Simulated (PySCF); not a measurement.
Cl2H3InSi. Atoms are numbered in the order given.

```xyz
7

In     0.0020    -0.0014     0.0071
Cl    -1.9747    -1.2579    -0.3470
Cl    -0.1357     2.0960    -1.0858
Si     2.0377    -0.8077     1.3699
H      2.6356     0.3588     2.0744
H      3.0202    -1.3898     0.4135
H      1.5924    -1.8399     2.3446
```
Charge 0, spin multiplicity 1.

Geometry optimised at B3LYP-D3(BJ)/def2-SVP. The structure was generated by enumeration; whether it is a known compound was not checked. The def2 effective core potentials stand for the cores of In; spin–orbit coupling is left out.

These are PBE/def2-TZVP run with PySCF values and carry that method's errors.

Gas-phase values at a fixed geometry.

```
Property                                                                                                          Value
---------------------------------------------------------------------------------------------  ------------------------
total energy                                                                                        -1401.44779 hartree
highest occupied level                                                                                         -7.14 eV
lowest empty level                                                                                             -2.90 eV
orbital gap                                                                                                     4.24 eV
dipole moment                                                                                                    3.99 D
quadrupole, principal values (traceless, Buckingham form, about the centre of nuclear charge)     -8.95, 1.96, 6.99 D·Å
mean static polarisability                                                                        98.2 bohr³ (14.55 Å³)
polarisability, principal values                                                               66.1, 102.8, 125.6 bohr³
```
